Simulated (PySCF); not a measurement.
Species: C2H11NO3Si3.
Atom-mapped SMILES: `[CH3:1][CH2:2][Si@@H:3]1[O:4][SiH2:5][O:6][Si@@H:7]([NH2:8])[O:9]1`

Structure used (GFN2-xTB), in Å, numbered top down from 1:
```xyz
20
C2H11NO3Si3 angstrom
C     -2.6186    0.5092    0.0684
C     -2.1343   -0.3280   -1.1146
Si    -0.3042   -0.8080   -0.9938
O     -0.0808   -1.6655    0.3735
Si     0.9011   -1.4094    1.6406
O      1.6877   -0.0058    1.4435
Si     1.6102    1.0654    0.2241
N      3.1700    1.1185   -0.4869
O      0.5901    0.5483   -0.9296
H     -2.0472    1.4324    0.1372
H     -2.4900   -0.0424    0.9972
H     -3.6730    0.7616   -0.0399
H     -2.7366   -1.2334   -1.1850
H     -2.2986    0.2248   -2.0394
H      0.2405   -1.6145   -2.0794
H      1.8985   -2.4676    1.6367
H      0.0429   -1.2479    2.8055
H      1.0062    2.2677    0.7855
H      3.9576    1.2968    0.1127
H      3.2734    1.6088   -1.3591
```

NICS = −σ at a ghost point: NICS(0) at the centroid of the ring atoms, NICS(1) 1 Å to either side along the normal of their mean plane, zz for the tensor component along that normal. Level: GIAO PBE0/pcSseg-1 (PySCF, non-relativistic, gas phase) on the GFN2-xTB geometry, one conformer.

Ring bond lengths (Å), with Mayer bond orders in brackets: Si3–O4 1.629 (0.91), O4–Si5 1.623 (0.94), Si5–O6 1.621 (0.95), O6–Si7 1.625 (0.92), Si7–O9 1.624 (0.93), O9–Si3 1.626 (0.92).

What do the NICS probes read (ppm)?

```tsv
ring	type	NICS(0)	NICS(1), two faces	NICS(1)zz, two faces	rms pucker (Å)	centre to ring atoms, mean (Å)
Si3–O4–Si5–O6–Si7–O9	6-membered ring with 3 O and 3 Si; formal bonds all single	-2.5	0.0 / -0.6	3.3 / 2.4	0.01	1.62
```

What can be read from them?

- Si3–O4–Si5–O6–Si7–O9: mean NICS(1)zz 2.8 ppm, near zero. Si3, Si5, Si7 have four or more neighbours, so the value isn't read as a sign of a π ring current.

What is the mean of the two in-plane components of NICS at the second NICS(1) probe listed for ring Si3–O4–Si5–O6–Si7–O9, 1 Å off the ring?

The isotropic value is a third of the trace: (3 × -0.6 − (2.4))/2 = -2.1 ppm.
